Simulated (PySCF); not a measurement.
## Calculated properties of `CC(=O)c1c[n+](C)cs1`

C₆H₈NOS (charge +1).
Z-matrix (Å and degrees, GFN2-xTB geometry), rows numbered from 1:
```
C 
C   1  1.4907
O   2  1.1984  1  126.43
C   2  1.5054  1  115.25  3   179.82
C   4  1.3635  2  124.61  1  -178.15
N   5  1.3568  4  113.58  2   179.80
C   6  1.4413  5  122.58  4  -179.73
C   6  1.3234  5  112.86  4     0.08
S   8  1.6853  6  113.58  5    -0.06
H   1  1.0893  2  110.22  3  -118.88
H   1  1.0868  2  109.49  3     1.19
H   1  1.0891  2  110.48  3   121.63
H   5  1.0766  4  125.00  2    -0.25
H   7  1.0876  6  110.34  5  -177.64
H   7  1.0908  6  109.87  5   -57.15
H   7  1.0912  6  109.92  5    61.96
H   8  1.0755  6  123.07  5   179.92
```

Structural features include: ketone and aromatic ring with sulfur.

**GFN2-xTB geometry**

```yaml
Rotational_constants_A_B_C_of_the_GFN2-xTB_geometry: 2.727, 1.025, 0.752 GHz
```

From PBE0/def2-SVPD ground state and vertical TDDFT (core frozen in the response) (PySCF):

```yaml
HOMO_energy: -11.84 eV
LUMO_energy: -6.98 eV
HOMO–LUMO_gap: 4.86 eV
Lowest_singlet_excitation: 3.37 eV (367 nm, f = 0.000)
Lowest_triplet_excitation_Tamm–Dancoff: 2.94 eV
Static_isotropic_polarisability: 91.0 au
Electronic_spatial_extent_⟨r²⟩_about_the_centre_of_nuclear_charge: 1467 bohr²
```

**PBE0/pcSseg-1 ground state and GIAO shieldings, non-relativistic (PySCF)**

```yaml
Lowest_Hirshfeld_atomic_charge: -0.18 e on O3
Highest_Hirshfeld_atomic_charge: +0.29 e on S9
13C_chemical_shifts_computed_TMS_as_zero_by_class: 187.1 (C2), 164.6 (C8), 153.3 (C4), 145.1 (C5), 42.0 (C7), 30.2 (C1) ppm
1H_chemical_shifts_computed_TMS_as_zero_by_class: 8.75 (H17), 8.73 (H13), 4.54 (H14/H15/H16), 3.00 (H10/H11/H12) ppm
Isotropic_shieldings_of_nuclei_other_than_C_and_H_by_class: 30 (N6), -339 (O3), 219 (S9) ppm
Mayer_bond_orders_between_heavy_atoms: C1–C2 1.05, C2–O3 2.06, C2–C4 0.85, C4–C5 1.48, C5–N6 1.07, N6–C7 0.86, N6–C8 1.35, C8–S9 1.31, S9–C4 1.21
```

Monoisotopic mass of the ion (most abundant isotopes, electron mass counted): 142.0321 u.

The largest Löwdin shares of the HOMO are 0.64 on O3, 0.12 on C2, 0.10 on C1 and 0.08 on C4. The vertical singlet–triplet gap S1 − T1 is 0.43 eV (TDDFT singlet less Tamm–Dancoff triplet; S1: HOMO→LUMO, weight 0.86; T1: HOMO→LUMO, weight 0.76). The polarisability is 13.48 Å³ as a volume (1 au = 0.148185 Å³), or 1.23 au for each of the 74 electrons. The rotational constants make it an asymmetric top with κ = (2B − A − C)/(A − C) = -0.72, nearer the prolate limit (−1). The largest Löwdin shares of the LUMO are 0.26 on C8, 0.25 on S9, 0.13 on C4 and 0.12 on N6. The 6 singlets span 3.37 to 6.59 eV, and their oscillator strengths add up to 0.32. The principal polarisabilities are 57.2, 96.8 and 119.0 au; their mean is the isotropic value. S1 lies 1.49 eV below the HOMO–LUMO gap; its leading configuration is HOMO→LUMO, weight 0.86.

Geometry: GFN2-xTB, one conformer, isolated ion. NMR classes are plain means over equivalent atoms (diastereotopic ones count apart unless rotation or inversion swaps them), as if these changed places fast; in this geometry the members of some classes differ.

For the TDDFT job (PBE0/def2-SVPD), the run took 2.1 min wall (with the writing of density and orbital grids) on an Arm Neoverse N1 with one thread, shared host with 64 logical CPUs at a one-minute load of 61, and the process peaked at 1.1 GiB of memory.
